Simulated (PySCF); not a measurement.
ReF₆ (doublet state).
Structure used (PBE0-D3(BJ)/def2-SVP), in Å, numbered top down from 1:
```xyz
7
ReF6 angstrom
Re     0.0003    0.0005    0.0004
F     -0.0311    0.0270    1.8351
F      0.0272   -0.0293   -1.8344
F      1.8347    0.0295   -0.0272
F     -1.8343   -0.0286    0.0264
F      0.0294    1.8345    0.0286
F     -0.0262   -1.8336   -0.0290
```

The calculation used PBE0-D3(BJ)/def2-SVP geometry optimisation, gas phase, def2 core potentials past Kr (PySCF).

(1) Which atoms are bound to Re1, and at what distances?

(2) List the angles at Re1.

(3) What is the shape at Re1?

Answers

(1) 6 atoms: F6 1.834 Å, F7 1.835 Å, F4 1.835 Å, F5 1.835 Å, F2 1.835 Å, F3 1.835 Å.

(2) 
| angle | degrees | distance of the outer atoms (Å) |
| --- | --- | --- |
| F4–Re1–F5 | 179.9 | 3.67 |
| F6–Re1–F7 | 179.9 | 3.67 |
| F2–Re1–F3 | 179.8 | 3.67 |
| F2–Re1–F4 | 91.8 | 2.64 |
| F5–Re1–F6 | 91.8 | 2.64 |
| F3–Re1–F6 | 91.8 | 2.64 |
| F2–Re1–F7 | 91.7 | 2.63 |
| F4–Re1–F7 | 91.7 | 2.63 |
| F3–Re1–F5 | 91.6 | 2.63 |
| F3–Re1–F4 | 88.3 | 2.56 |
| F2–Re1–F6 | 88.3 | 2.56 |
| F5–Re1–F7 | 88.3 | 2.56 |
| F2–Re1–F5 | 88.2 | 2.55 |
| F4–Re1–F6 | 88.2 | 2.55 |
| F3–Re1–F7 | 88.2 | 2.55 |

(3) Octahedral: the three widest angles are 179.9°, 179.9° and 179.8°, the others run from 88.2° to 91.8°.

Charge 0, doublet. ⟨S²⟩ = 0.753 (exact for a doublet: 0.75). Not checked by PBE0-D3(BJ)/def2-SVP frequencies.

For an open-shell metal species like this, the optimisation's SCF solution wasn't tested for stability and no frequencies at its level were run, so a lower state or another shape may exist.
